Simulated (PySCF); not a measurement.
## Energy of Sc²⁺ (scandium, charge +2) between two integer charges

The 3d alpha orbital of [Ar] 3d1 is emptied in steps (occupation f), with all orbitals relaxed, ending at [Ar]. Computed with PySCF 2.14 in aug-cc-pVTZ, with no relativity, point nucleus. The exact energy is a straight line in f; departures are measured from the line between the end points of the same method.

| f | BHandHLYP (eV) | wB97X (eV) | TPSS (eV) |
| --- | --- | --- | --- |
| 1 | 0.000 | 0.000 | 0.000 |
| 0.75 | -0.571 | -0.435 | -1.244 |
| 0.5 | -0.764 | -0.587 | -1.677 |
| 0.25 | -0.575 | -0.445 | -1.270 |
| 0 | 0.000 | 0.000 | 0.000 |

| method | E(f=0) − E(f=1) (eV) | −ε at f=1 (eV) | −ε at f=0.5 (eV) |
| --- | --- | --- | --- |
| BHandHLYP | 25.184 | 22.147 | 25.174 |
| wB97X | 25.027 | 22.740 | 24.999 |
| TPSS | 25.395 | 18.845 | 25.326 |

Orbital energy along the path (eV):

```json
{"f": "1", "BHandHLYP": "-22.147", "wB97X": "-22.740", "TPSS": "-18.845"}
{"f": "0.75", "BHandHLYP": "-23.652", "wB97X": "-23.845", "TPSS": "-22.018"}
{"f": "0.5", "BHandHLYP": "-25.174", "wB97X": "-24.999", "TPSS": "-25.326"}
{"f": "0.25", "BHandHLYP": "-26.709", "wB97X": "-26.195", "TPSS": "-28.738"}
{"f": "0", "BHandHLYP": "-28.265", "wB97X": "-27.425", "TPSS": "-32.220"}
```

Reference removal energy between the ground levels: 24.757 eV (measured; NIST Atomic Spectra Database, ionization energies). The calculation has no spin-orbit coupling.
